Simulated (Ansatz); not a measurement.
This geometry of CH₂BClN (6 atoms, charge -1, multiplicity 1) is a first-order saddle point.

These are results of RKS PBE-D4/def2-mTZVP in Ansatz, not measurements.

```xyz
6
Properties=species:S:1:pos:R:3
N -1.048 1.262 -0.214
C -0.031 0.408 0.059
B 0.531 -0.911 0.061
Cl 1.494 -2.390 0.201
H -1.810 0.696 -0.629
H 0.864 0.934 0.522
```

Q: Which two structures does it join? (They come from a converged band through this point; their orientation in space is the band's.)

A: No bond is made or broken. The dihedral H6–C2–B3–Cl4 changes from 85 to -85° by way of a nearly straight angle C2–B3–Cl4 (up to 169°), not by a turn about the bond. The two ends are copies of one structure, up to a mirror image or an exchange of like atoms.

Initial state:

```xyz
6
Properties=species:S:1:pos:R:3
N -1.109 0.922 0.220
C 0.122 0.476 0.083
B 0.717 -0.639 -0.805
Cl 1.113 -2.156 0.229
H -1.734 0.284 -0.315
H 0.891 1.112 0.588
```

Final state:

```xyz
6
Properties=species:S:1:pos:R:3
N -0.790 1.076 -0.591
C 0.085 0.458 0.174
B 0.077 -0.946 0.818
Cl 1.247 -2.093 -0.101
H -1.528 0.386 -0.843
H 0.909 1.119 0.542
```

Q: How far does it lie above each of them?

A: 19.9 kcal/mol above the first and 19.9 kcal/mol above the second. This is the barrier of this one path; another mechanism may lie lower. Limits of this set-up: an anion without diffuse functions, the dipole of an ion depends on the origin.

The run took 4.5 min on 1 thread of Arm Neoverse N1, on a shared host, peak memory 0.26 GiB.
